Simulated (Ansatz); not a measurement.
`O[Si](F)(F)[SiH3]` → `O[Si](F)F`• + `[SiH3]`• at 500 K and 1 bar (homolysis of the Si–Si bond).

Gas-phase electronic energies from Ansatz, PBE0-D4/def2-TZVP geometries. CCSD(T)/CBS adds triple-zeta CCSD(T) − MP2 to the extrapolated MP2 energy (def2 sets, frozen cores). This one scheme is used for every species. No spin–orbit coupling; open shells (•) take unrestricted orbitals. Each species was taken in one conformer, which may not be the lowest.

```tsv
species	CCSD(T)/CBS energy (Eh)	H − E (kJ/mol)	S (J/(mol·K))
`O[Si](F)(F)[SiH3]`	-855.51273	168.9	428.8
`O[Si](F)F`•	-564.56855	82.4	342.2
`[SiH3]`•	-290.80808	75.1	240.4
```

H − E and S are ideal-gas, rigid-rotor, harmonic terms from PBE0-D4/def2-TZVP, for one conformer and one mirror image of each species, with the whole ground term of open shells counted as degenerate. 1 Eh = 2625.50 kJ/mol, R = 8.31446 J/(mol·K).

Task: By hand: ΔE, ΔH, ΔS and ΔG.

Result: ΔE = (-564.56855) + (-290.80808) − (-855.51273) = 0.13610 Eh = 357.3 kJ/mol. Δ(H − E) = 82.4 + 75.1 − 168.9 = -11.4, so ΔH = 345.9 kJ/mol. ΔS = 342.2 + 240.4 − 428.8 = 153.8 J/(mol·K). ΔG = 345.9 − 500 × (153.8)/1000 = 269.0 kJ/mol.

Task: By hand: the equilibrium constant, and the temperature at which ΔG would vanish if ΔH and ΔS stayed fixed.

Result: log₁₀ K = −ΔG/(RT ln 10) = -28.1. ΔG = 0 at ΔH/ΔS = 2249 K.

The number of gas molecules changes by +1, which sets the sign of ΔS. A doubt of 5 kJ/mol in ΔE shifts log₁₀ K by 0.5 here. Other conformers and mirror images would add mixing entropy, several J/(mol·K) or more a flexible species. These are equilibria of isolated gas molecules and say nothing of rates. Largest T1 diagnostic: 0.015 (customary marks: 0.02 for closed shells, 0.045 for open ones).
